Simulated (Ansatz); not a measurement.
System: C5H9, net charge 0, doublet state. It need not be the lowest isomer of its formula. 
Geometry from a B3LYP-D3(BJ)/def2-TZVP (Ansatz, a first-principles code) optimisation:
```
C
H 1 1.0919
H 1 1.0960 2 106.97
C 1 1.5052 2 109.48 3 117.78
C 4 1.3040 1 126.24 2 4.48
H 5 1.0781 4 138.34 1 179.49
H 4 1.0964 5 118.40 6 0.70
C 1 1.5324 2 109.95 3 -118.08
H 8 1.0934 1 108.86 2 -62.57
H 8 1.0946 9 106.28 1 117.52
C 8 1.5255 9 109.98 10 118.72
H 11 1.0914 8 111.34 9 -58.24
H 11 1.0925 12 107.76 8 -122.03
H 11 1.0927 12 107.79 13 -115.85
```
Charge 0, spin multiplicity 2.

Atomisation energy built up term by term with Ansatz (kcal/mol; UHF references for open shells; valence terms freeze the core; atomic spin-orbit terms are left out). CBS(X,Y): correlation extrapolated as X^-3; Hartree-Fock from the larger set.

The UHF reference is spin-contaminated (<S^2> 0.17 over the pure value in the largest basis). 

```csv
term,basis,kcal/mol
Hartree-Fock,cc-pVQZ,(withheld)
CCSD correlation,"CBS(cc-pVTZ,cc-pVQZ)",(withheld)
(T),"CBS(cc-pVTZ,cc-pVQZ)",18.22
core correlation,cc-pwCVTZ,5.51
scalar relativity (X2C),cc-pVTZ-DK against cc-pVTZ,-0.88
sum: De,,(withheld)
```

Q: Some entries are withheld; supply them.

A: 
- Hartree-Fock, kcal/mol: 1012.42
- CCSD correlation, kcal/mol: 297.37
- sum: De, kcal/mol: 1332.6
